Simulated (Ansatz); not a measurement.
`O[BH][GeH2][CH2]O` + `N[SiH3]` → `O[BH][GeH3]` + `OCN[SiH3]`  (redistribution)

Calculated with Ansatz (gas phase, PBE0-D4/def2-TZVP geometries, no zero-point term in ΔE). CCSD(T)/CBS is the MP2 limit (def2-TZVPP, def2-QZVPP) plus CCSD(T) − MP2 in def2-TZVPP, frozen cores. This one scheme is used for every species. For Ge outer-core shells are correlated without core-valence functions, which leaves a few kJ/mol of doubt a bond. Scalar relativity is left out up to krypton. Each species was taken in one conformer, which may not be the lowest.

```csv
species,CCSD(T)/CBS(def2) energy (Eh)
`O[BH][GeH2][CH2]O`,-2293.53639
`N[SiH3]`,-346.80422
`O[BH][GeH3]`,-2179.11235
`OCN[SiH3]`,-461.22337
```

Question: Work out ΔE.

Answer: ΔE = (-2179.11235) + (-461.22337) − (-2293.53639) − (-346.80422) = 0.00489 Eh = +3.1 kcal/mol.

Largest T1 diagnostic among the species: 0.013.

In def2-TZVPP, CCSD(T) changes the Hartree–Fock value by +2.5 kcal/mol (the triples alone add +0.2 kcal/mol) and MP2 by +3.3 kcal/mol.
